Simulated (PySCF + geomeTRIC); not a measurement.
These are PBE0-D3(BJ)/def2-TZVP (PySCF + geomeTRIC) values and carry that method's errors. fastk is a local helper that only speeds up exchange builds. No frequencies were computed at this level.

```python
import json, numpy as np
from pyscf import gto, dft
from fastk import lowrank_exchange
atoms = """
F      1.169053    -1.619581    -0.747957
C      0.555721    -0.545081    -0.298009
C      0.578667     0.707633     0.018333
C     -0.744012    -0.033767     0.202192
H      1.075473     1.639110     0.117422
H     -1.077834    -0.292516     1.201016
H     -1.557068     0.144200    -0.492998
"""
def scf(charge, spin, dm0=None):
    mol = gto.M(atom=atoms, basis='def2-tzvp', ecp={}, charge=charge, spin=spin, verbose=3, max_memory=3780)
    mf = dft.KS(mol, xc='pbe0').density_fit(auxbasis="def2-universal-jkfit")
    mf.disp = 'd3bj'
    mf.grids.level = 3
    mf.conv_tol = 1e-8
    mf.max_cycle = 60
    mf.kernel(dm0)
    if not mf.converged:
        mf = mf.newton().run(mf.mo_coeff, mf.mo_occ).undo_soscf()
    return mf
mf = scf(0, 0)
from pyscf.geomopt.geometric_solver import kernel as optimize
path = []
done, mol = optimize(mf, maxsteps=80, assert_convergence=False, callback=lambda env: path.append((env["energy"], bool(env["g_scanner"].converged))))
res = dict(converged=bool(done and path[-1][1]), energy=path[-1][0], path=[e for e, c in path], xyz=mol.atom_coords(unit="Angstrom").tolist(), nao=mol.nao)
json.dump(res, open("result.json", "w"))
```

Output:

```
converged SCF energy = -215.704290482021
Geometry optimization cycle 1
converged SCF energy = -215.704290480094
cycle 1: E = -215.70429048  dE = -215.704  norm(grad) = 0.0361745
Geometry optimization cycle 2
converged SCF energy = -215.70521995645
cycle 2: E = -215.705219956  dE = -0.000929476  norm(grad) = 0.00890639
Geometry optimization cycle 3
converged SCF energy = -215.705313639227
cycle 3: E = -215.705313639  dE = -9.36828e-05  norm(grad) = 0.00443004
Geometry optimization cycle 4
converged SCF energy = -215.705333535883
cycle 4: E = -215.705333536  dE = -1.98967e-05  norm(grad) = 0.00155232
Geometry optimization cycle 5
converged SCF energy = -215.70533634633
cycle 5: E = -215.705336346  dE = -2.81045e-06  norm(grad) = 0.000413753
Geometry optimization cycle 6
converged SCF energy = -215.705336656416
cycle 6: E = -215.705336656  dE = -3.10086e-07  norm(grad) = 0.000306304
<class 'geometric.internal.Distance'> : 7
<class 'geometric.internal.Angle'> : 8
<class 'geometric.internal.OutOfPlane'> : 4
<class 'geometric.internal.Dihedral'> : 13
<class 'geometric.internal.TranslationX'> : 1
<class 'geometric.internal.TranslationY'> : 1
<class 'geometric.internal.TranslationZ'> : 1
<class 'geometric.internal.RotationA'> : 1
<class 'geometric.internal.RotationB'> : 1
<class 'geometric.internal.RotationC'> : 1
Step    0 : Gradient = 1.367e-02/2.531e-02 (rms/max) Energy = -215.7042904801
Step    1 : Displace = 1.274e-02/1.884e-02 (rms/max) Trust = 1.000e-01 (=) Grad = 3.366e-03/6.085e-03 (rms/max) E (change) = -215.7052199565 (-9.295e-04) Quality = 1.158
Step    2 : Displace = 3.876e-03/5.712e-03 (rms/max) Trust = 1.414e-01 (+) Grad = 1.674e-03/3.348e-03 (rms/max) E (change) = -215.7053136392 (-9.368e-05) Quality = 1.272
Step    3 : Displace = 2.188e-03/3.545e-03 (rms/max) Trust = 2.000e-01 (+) Grad = 5.867e-04/8.957e-04 (rms/max) E (change) = -215.7053335359 (-1.990e-05) Quality = 1.203
Step    4 : Displace = 1.172e-03/2.103e-03 (rms/max) Trust = 2.828e-01 (+) Grad = 1.564e-04/2.765e-04 (rms/max) E (change) = -215.7053363463 (-2.810e-06) Quality = 1.025
Step    5 : Displace = 7.099e-04/1.293e-03 (rms/max) Trust = 3.000e-01 (+) Grad = 1.158e-04/2.064e-04 (rms/max) E (change) = -215.7053366564 (-3.101e-07) Quality = 0.571
Converged! =D
```

Cost: about 50 core-seconds (a rough figure).
